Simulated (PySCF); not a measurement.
# Electron correlation in B+ (boron, charge +1)

[He] 2s2, closed-shell 1S. Computed with PySCF 2.14 in x2c-TZVPPall with one added diffuse shell each of s, p, d type (6s4p3d1f, 40 functions), with the spin-free X2C one-electron Hamiltonian (Gaussian nucleus). Frozen: 1s2; 2 electrons correlated.

With two correlated electrons CCSD is exact within the correlated space (frozen core and kept virtual orbitals).

```tsv
level	correlation energy (mhartree)
CCSD	-59.52
```

Diagnostics: T1 = 0.012, D1 = 0.0168, largest double amplitude 0.150.

A double-excitation amplitude exceeds 0.15, a sign of near-degeneracy.

Cost of the coupled-cluster step: of the order of 0.22 core-seconds, for 2 correlated electrons.

Iterations:

```
CC2 = 0
CCSD nocc = 1, nmo = 39
frozen orbitals [0]
max_cycle = 100
direct = 0
conv_tol = 1e-08
conv_tol_normt = 1e-06
diis_space = 8
diis_start_cycle = 0
Init t2, MP2 energy = -24.2792146385211  E_corr(MP2) -0.0355552604878988
Init E_corr(CCSD) = -0.0355552604889378
cycle = 1  E_corr(CCSD) = -0.0471790948579913  dE = -0.0116238344  norm(t1,t2) = 0.0643601
cycle = 2  E_corr(CCSD) = -0.0529109693990024  dE = -0.00573187454  norm(t1,t2) = 0.0349483
cycle = 3  E_corr(CCSD) = -0.0596438143855821  dE = -0.00673284499  norm(t1,t2) = 0.0191747
cycle = 4  E_corr(CCSD) = -0.0594802530405028  dE = 0.000163561345  norm(t1,t2) = 0.000445763
cycle = 5  E_corr(CCSD) = -0.0595543598176648  dE = -7.41067772e-05  norm(t1,t2) = 0.000149651
cycle = 6  E_corr(CCSD) = -0.0595268983641277  dE = 2.74614535e-05  norm(t1,t2) = 8.71858e-05
cycle = 7  E_corr(CCSD) = -0.0595234527782196  dE = 3.44558591e-06  norm(t1,t2) = 9.82309e-06
cycle = 8  E_corr(CCSD) = -0.0595235452650875  dE = -9.24868679e-08  norm(t1,t2) = 3.12643e-07
cycle = 9  E_corr(CCSD) = -0.0595235020186891  dE = 4.32463984e-08  norm(t1,t2) = 2.08848e-07
cycle = 10  E_corr(CCSD) = -0.0595234730083798  dE = 2.90103093e-08  norm(t1,t2) = 8.36709e-08
cycle = 11  E_corr(CCSD) = -0.0595234734067984  dE = -3.98418604e-10  norm(t1,t2) = 4.67022e-09
CCSD converged
E(CCSD) = -24.30318285143997  E_corr = -0.05952347340679845
```
